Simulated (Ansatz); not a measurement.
C12H11IO⁻, that is diphenyliodonium hydroxide with one electron more. The state is a doublet with charge -1. Geometry PBE-D4/def2-SVP, that of the neutral singlet; atoms count from 1.

```
atom    x (Å)    y (Å)    z (Å)
  O1   0.6124  -1.4106  -0.5549
  H2   0.9428  -1.7630   0.2999
  C3   4.5622   2.0677   0.1308
  C4   3.5230   2.7273   0.8061
  C5   2.2200   2.1993   0.7720
  C6   1.9743   1.0186   0.0618
  I7  -0.2123   0.4713   0.0440
  C8  -2.1181  -0.7248  -0.0575
  C9  -3.2072   0.0075   0.4279
 C10  -4.4914  -0.5651   0.4032
 C11  -4.6676  -1.8619  -0.1052
 C12  -3.5638  -2.5833  -0.5884
 C13  -2.2759  -2.0179  -0.5681
 C14   2.9998   0.3482  -0.6161
 C15   4.2995   0.8839  -0.5781
 H16   5.5830   2.4784   0.1587
 H17   3.7248   3.6533   1.3672
 H18   1.4033   2.7183   1.3059
 H19  -3.0694   1.0278   0.8308
 H20  -5.3531   0.0044   0.7855
 H21  -5.6717  -2.3124  -0.1242
 H22  -3.7036  -3.5997  -0.9894
 H23  -1.3961  -2.5590  -0.9398
 H24   2.7703  -0.5773  -1.1612
 H25   5.1147   0.3690  -1.1109
```

In the def2 sets I takes a core potential; there is no spin–orbit coupling. The highest occupied level of the charge -1 doublet lies above zero (up to 0.78 eV). By energy differences its removal costs 0.78 eV (vertical, to the charge 0 singlet, at PBE0-D4/def2-SVP); self-interaction error and the lack of diffuse functions both raise the level.

(1) Estimate the Mulliken populations from the PBE0/def2-SVP orbitals of Ansatz.

(2) Where does the spin sit?

(3) And the Mayer bond orders between bonded heavy atoms (over 0.3)?

## Answers

(1) 
| atom | charge (e) | spin (α − β) |
| --- | --- | --- |
| O1 | -0.51 | 0.32 |
| H2 | 0.13 | 0.02 |
| C3 | -0.04 | 0.00 |
| C4 | -0.04 | 0.01 |
| C5 | -0.03 | 0.00 |
| C6 | -0.27 | 0.06 |
| I7 | 0.42 | 0.49 |
| C8 | -0.25 | 0.06 |
| C9 | -0.03 | 0.00 |
| C10 | -0.04 | 0.01 |
| C11 | -0.04 | -0.01 |
| C12 | -0.03 | 0.00 |
| C13 | -0.04 | -0.01 |
| C14 | -0.04 | -0.01 |
| C15 | -0.03 | 0.00 |
| H16 | -0.02 | 0.00 |
| H17 | -0.02 | 0.00 |
| H18 | -0.02 | 0.00 |
| H19 | -0.02 | 0.00 |
| H20 | -0.02 | 0.00 |
| H21 | -0.02 | 0.00 |
| H22 | -0.02 | 0.00 |
| H23 | 0.00 | 0.01 |
| H24 | 0.00 | 0.01 |
| H25 | -0.02 | 0.00 |
Mulliken values and Mayer orders depend strongly on the basis.

(2) Summed by element: O 0.32, H 0.06, C 0.13, I 0.49, of 1 unpaired in all. Largest on single atoms: I7 0.49, O1 0.32, C8 0.06.

(3) O1–I7 0.42 (2.14 Å); C3–C4 1.39 (1.40 Å); C3–C15 1.39 (1.40 Å); C4–C5 1.40 (1.41 Å); C5–C6 1.40 (1.40 Å); C6–I7 0.60 (2.25 Å); C6–C14 1.45 (1.40 Å); I7–C8 0.60 (2.25 Å); C8–C9 1.40 (1.40 Å); C8–C13 1.46 (1.40 Å); C9–C10 1.40 (1.41 Å); C10–C11 1.40 (1.40 Å); C11–C12 1.39 (1.40 Å); C12–C13 1.37 (1.41 Å); C14–C15 1.38 (1.41 Å).
